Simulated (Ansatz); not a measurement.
Computed with Ansatz on PBE0-D4/def2-TZVP structures; ΔE is electronic, products minus reactants. CCSD(T)/CBS is the MP2 limit (def2-TZVPP, def2-QZVPP) plus CCSD(T) − MP2 in def2-TZVPP, frozen cores. DFT in def2-TZVPP. B3LYP here is the variant with VWN-RPA as its local correlation; programs differ in this. One conformer a species, not always the lowest.

`O[SiH]([SiH3])P` + CH₃NH₂ → `CNP` + `O[SiH2][SiH3]`  (cleavage of the P–Si bond)

```csv
level,ΔE (kJ/mol),difference from CCSD(T)/CBS
PBE-D4,60.4,7.4
r2SCAN-D4,56.8,3.8
PBE0-D4,58.4,5.4
B3LYP-D4,49.3,-3.7
ωB97X-V,47.2,-5.8
PBE0,55.8,2.8
B3LYP,45.1,-7.9
MP2/def2-TZVPP,50.5,-2.5
HF/def2-QZVPP,32.4,-20.6
SCS-MP2/def2-QZVPP,45.0,-8.0
CCSD(T)/CBS,53.0,0
```

Largest T1 diagnostic among the species: 0.014.

The D4 term adds +4.2 kJ/mol with B3LYP and +2.6 kJ/mol with PBE0; it sums over pairs of atoms, weighted by their polarisabilities, and B3LYP, whose exchange is more repulsive, gets the larger term. In def2-TZVPP, CCSD(T) changes the Hartree–Fock value by +17.6 kJ/mol (the triples alone add +2.7 kJ/mol) and MP2 by +17.1 kJ/mol.
